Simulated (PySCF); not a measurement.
Se(OH)(SMe) (CH4OSSe), SMILES CS[Se]O. Atoms are numbered in the order given.

```xyz
8

Se    -0.4391    -0.1237     0.7564
O     -1.6814     1.0685     0.0900
H     -1.4508     1.9267     0.5022
S      1.3326     0.1359    -0.5061
C      0.9636    -0.8743    -1.9922
H      0.7974    -1.9333    -1.7189
H      1.8524    -0.7955    -2.6507
H      0.0799    -0.4680    -2.5186
```
Charge 0, spin multiplicity 1.

Geometry: PBE-D3(BJ)/def2-SVP. This is a generated structure with no PubChem entry under its InChIKey; it may be hypothetical. The values are those of a single conformer.

Method: ωB97X/def2-TZVP run with PySCF.

Atomic charges (e):

| atom | Mulliken | Löwdin |
|---|---|---|
| Se1 | 0.21 | 0.15 |
| O2 | -0.52 | -0.34 |
| H3 | 0.33 | 0.15 |
| S4 | -0.12 | 0.24 |
| C5 | -0.34 | -0.54 |
| H6 | 0.14 | 0.11 |
| H7 | 0.14 | 0.11 |
| H8 | 0.15 | 0.11 |

Task: Give the Mayer and Wiberg (Löwdin basis) orders of the bonds. (An estimate is asked for; the answer gives what the named calculation found.)

Result: 
| bond | Mayer | Wiberg |
|---|---|---|
| Se1–O2 | 0.97 | 1.49 |
| O2–H3 | 0.89 | 1.07 |
| Se1–S4 | 1.23 | 1.68 |
| S4–C5 | 1.01 | 1.47 |
| C5–H6 | 0.97 | 0.95 |
| C5–H7 | 0.95 | 0.94 |
| C5–H8 | 0.96 | 0.94 |
